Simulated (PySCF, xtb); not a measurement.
CH3OS, SMILES C[S]=O (connectivity only; charge and spin as stated), charge -1, multiplicity 1.

GFN2-xTB (xtb) at its own geometry gives an orbital gap of 3.54 eV.

Geometry optimised at B3LYP-D3(BJ)/def2-SVPD. The multiplicity is an assumed one; other spin states were not compared. The isomer is the one that the SMILES or the coordinates give; other isomers of the formula were not compared.

**Question.** What does B3LYP/def2-TZVPD run with PySCF give? (An estimate is asked for; the answer gives what the named calculation found.)

**Answer.** gap 2.76 eV (levels 1.07 and 3.83 eV).
